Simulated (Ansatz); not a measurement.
The B1–H2 bond of BH3O (SMILES BO) is stretched (multiplicity 1, the rest rigid).
Geometry at rest (charge 0, multiplicity 1):
```xyz
5

B     -0.448    -0.553     0.061
H     -0.338    -1.338     0.952
H     -1.302    -0.642    -0.773
O      0.445     0.460     0.028
H      0.321     1.070    -0.707
```

Cores are frozen in the correlated methods.

The values were computed with Ansatz (an electronic-structure program). 

Energies above the point at 1.192 Å (the B3LYP-D3(BJ) bond length), FIC-MRCISD+Q on CASSCF(2,2)/cc-pVTZ (kcal/mol): 4.84 at 1.073 Å; 3.21 at 1.311 Å; 109.96 at 3.814 Å.

### Question
Take the last value as the depth D of a Morse curve D(1 − e^(−a(R − R₀)))², fit a and R₀ to the two near points, and test it at 1.609 and 2.086 Å.

### Answer

With D = 110.0, both near points (counted from the curve's value at 1.192 Å) are met by a = 1.59 Å⁻¹ and R₀ = 1.193 Å, so k = 2Da² = 553 kcal/(mol Å²). The curve then gives 25.7 and 63.1 kcal/mol; the level itself gives 25.6 and 65.3, so Morse is off by 0.1 and -2.2.
